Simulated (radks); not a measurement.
Task: All-electron atom: Ho24+ in [Kr] 4d7 (the NIST ground configuration). All-electron calculation, Dirac Kohn-Sham, PBE, spin-unpolarised, spherical densities, point nucleus; open shells are shared between the two j in proportion to 2j + 1. Program: a radial shooting solver on a logarithmic mesh with Libxc functionals. Some entries of the table are withheld. Estimate them.

| orbital | occ. | eigenvalue (hartree) | <1/r> (bohr^-1) |
|---|---|---|---|
| 1s1/2 | 2 | -2064.804 | 76.08 |
| 2s1/2 | 2 | (1) | 18.26 |
| 2p1/2 | 2 | -351.7676 | (2) |
| 2p3/2 | 4 | -320.2861 | (3) |
| 3s1/2 | 2 | (4) | 6.703 |
| 3p1/2 | 2 | -96.38212 | 6.616 |
| 3p3/2 | 4 | -89.74667 | 6.022 |
| 3d3/2 | 4 | (5) | 5.900 |
| 3d5/2 | 6 | (6) | 5.754 |
| 4s1/2 | 2 | -40.14242 | 2.998 |
| 4p1/2 | 2 | (7) | 2.916 |
| 4p3/2 | 4 | (8) | 2.724 |
| 4d3/2 | 2.8 | -30.56384 | 2.580 |
| 4d5/2 | 4.2 | -30.19932 | 2.535 |

Result: 
(1) 2s1/2 eigenvalue (hartree): -368.2466
(2) 2p1/2 <1/r> (bohr^-1): 18.23
(3) 2p3/2 <1/r> (bohr^-1): 15.88
(4) 3s1/2 eigenvalue (hartree): -103.5455
(5) 3d3/2 eigenvalue (hartree): -77.52841
(6) 3d5/2 eigenvalue (hartree): -76.07838
(7) 4p1/2 eigenvalue (hartree): -37.20639
(8) 4p3/2 eigenvalue (hartree): -35.42443
